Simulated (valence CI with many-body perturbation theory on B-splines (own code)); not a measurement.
Hyperfine factors and g values of Eu L

Calculated by valence CI with perturbative core correlation (CI+MBPT): four valence electrons over a frozen Dirac-Fock core [Ne], a basis of 11 s, 11 p, 10 d, 8 f, 5 g, 2 h functions for each j, with the one-electron correlation potential Σ1, the two-electron term Σ2, the three-electron term Σ3, Breit, model QED; selected CI, second order for the rest, scaled by the run's own slope (own B-spline code, finite nucleus).

No measured spectrum was set against this ion. As an estimate, large intervals hold to a few tenths of a per cent, small ones and those within an open d or f shell to about a per cent. Among the levels kept, up to 590 cm⁻¹ of a level comes from second order outside the variational space, and about a tenth of that is noise between levels of different J, which matters for small intervals.

A/g_I is the dipole constant over the nuclear g factor μ/I (μ in nuclear magnetons, uniformly magnetised nucleus), B/Q the quadrupole constant per barn. Both hold the static response of the core; the bare values leave it out. Large factors of s and p1/2 electrons are usually good to 5 to 10 %; those of open d and f shells near neutrality can be off by tens of per cent, and small factors of p3/2, d and f electrons come from cancelling terms and can be off by a factor of two or in sign, in half-filled shells by more. B is blank for J = 1/2, where it vanishes, and for nearly pure S terms. Energies count from the lowest level. Levels with J = 0 are left out.

Levels are named by their leading jj configuration (3d3/2^4 stands for four electrons in 3d with j = 3/2), which in mixed levels can hold well under half, so a name can repeat and another be missing. Letters in brackets count levels of one name in rising energy.

| Level | E (eV) | g | A/g_I (MHz) | A/g_I bare | B/Q (MHz/b) | B/Q bare |
| --- | --- | --- | --- | --- | --- | --- |
| (3s^2 3p1/2 3p3/2) J=1 | 158.30 | 1.493 | -69300 | -65100 | 119000 | 117000 |
| (3s^2 3p1/2 3p3/2) J=2 | 166.07 | 1.174 | 314000 | 309000 | 209000 | 206000 |
| (3s 3p1/2^2 3p3/2) J=2 | 288.48 | 1.560 | 749000 | 735000 | 210000 | 207000 |
| (3s 3p1/2^2 3p3/2) J=1 | 312.14 | 1.019 | -468000 | -453000 | 141000 | 139000 |
| (3s^2 3p3/2^2) J=2 | 330.05 | 1.308 | 126000 | 125000 | 28300 | 27900 |
| (3s^2 3p1/2 3d3/2) J=2 | 337.84 | 0.758 | 270000 | 266000 | 45500 | 46800 |
| (3s^2 3p1/2 3d3/2) J=1 | 371.67 | 0.879 | -202000 | -194000 | 32400 | 32800 |
| (3s^2 3p1/2 3d5/2) J=2 | 389.42 | 1.316 | -49000 | -45100 | 19200 | 20600 |
| (3s^2 3p1/2 3d5/2) J=3 | 390.62 | 1.120 | 183000 | 181000 | 23500 | 25500 |
| (3s 3p1/2 3p3/2^2) J=2 [a] | 444.14 | 1.486 | 464000 | 456000 | 90000 | 88700 |
| (3s 3p1/2 3p3/2^2) J=3 | 457.02 | 1.305 | 641000 | 628000 | 24700 | 24400 |
| (3s 3p1/2^2 3d3/2) J=1 | 471.04 | 0.410 | -588000 | -572000 | 18500 | 19200 |
| (3s 3p1/2^2 3d3/2) J=2 | 476.57 | 1.154 | 680000 | 666000 | 36300 | 37500 |
| (3s 3p1/2 3p3/2^2) J=1 [a] | 477.66 | 1.267 | 633000 | 621000 | -178000 | -175000 |
| (3s 3p1/2 3p3/2^2) J=2 [b] | 479.35 | 1.087 | 82400 | 83400 | -21600 | -21200 |
| (3s 3p1/2 3p3/2^2) J=1 [b] | 487.91 | 1.363 | 352000 | 347000 | 110000 | 108000 |
| (3s 3p1/2^2 3d5/2) J=3 | 519.76 | 1.361 | 464000 | 456000 | 34100 | 36000 |
| (3s^2 3p3/2 3d3/2) J=3 | 527.02 | 1.108 | 113000 | 113000 | 233000 | 231000 |
| (3s^2 3p3/2 3d3/2) J=2 | 528.16 | 1.061 | 37600 | 39700 | -23900 | -23500 |
| (3s^2 3p3/2 3d3/2) J=1 | 529.04 | 1.130 | 138000 | 138000 | -111000 | -110000 |
| (3s 3p1/2^2 3d5/2) J=2 | 531.05 | 1.023 | -367000 | -355000 | 10100 | 12000 |
| (3s^2 3p3/2 3d5/2) J=4 | 544.79 | 1.242 | 62500 | 63600 | 291000 | 289000 |
| (3s^2 3p3/2 3d5/2) J=2 | 550.39 | 1.259 | 75700 | 76700 | -157000 | -154000 |
| (3s^2 3p3/2 3d5/2) J=3 | 573.31 | 1.181 | 74500 | 75000 | 21700 | 23100 |
| (3s^2 3p3/2 3d5/2) J=1 | 580.35 | 1.085 | -20500 | -17500 | 36400 | 36600 |
| (3s 3p1/2 3p3/2 3d3/2) J=2 [a] | 605.65 | 1.188 | 178000 | 178000 | 21200 | 21000 |
| (3s 3p1/2 3p3/2 3d3/2) J=1 [a] | 615.41 | 1.170 | 316000 | 312000 | -111000 | -110000 |
| (3s 3p1/2 3p3/2 3d3/2) J=3 [a] | 619.40 | 1.152 | 428000 | 421000 | 42400 | 42400 |
| (3s 3p1/2 3p3/2 3d3/2) J=2 [b] | 620.41 | 1.170 | 242000 | 240000 | -43300 | -42900 |
| (3s 3p1/2 3p3/2 3d3/2) J=4 | 632.25 | 1.191 | 503000 | 494000 | 168000 | 167000 |
| (3s 3p3/2^3) J=2 | 639.44 | 1.402 | 752000 | 737000 | -234000 | -231000 |
| (3s 3p1/2 3p3/2 3d3/2) J=2 [c] | 644.02 | 0.901 | 259000 | 256000 | -72900 | -71300 |
| (3s 3p1/2 3p3/2 3d3/2) J=3 [b] | 648.00 | 1.356 | 454000 | 447000 | 183000 | 180000 |
| (3s 3p1/2 3p3/2 3d5/2) J=4 [a] | 650.84 | 1.391 | 285000 | 282000 | 282000 | 280000 |

(1) Take the isotope of mass number 151, with I = 5/2, μ = 3.4635 μN and Q = 0.903 b. What is the hyperfine structure of (3s^2 3p1/2 3d3/2) J=2?

Results:

(1) From the table A = 374000 MHz, B = 41100 MHz. Shifts from the centre of gravity in MHz: F = 1/2: -2590000, F = 3/2: -2050000, F = 5/2: -1130000, F = 7/2: 170000, F = 9/2: 1880000.
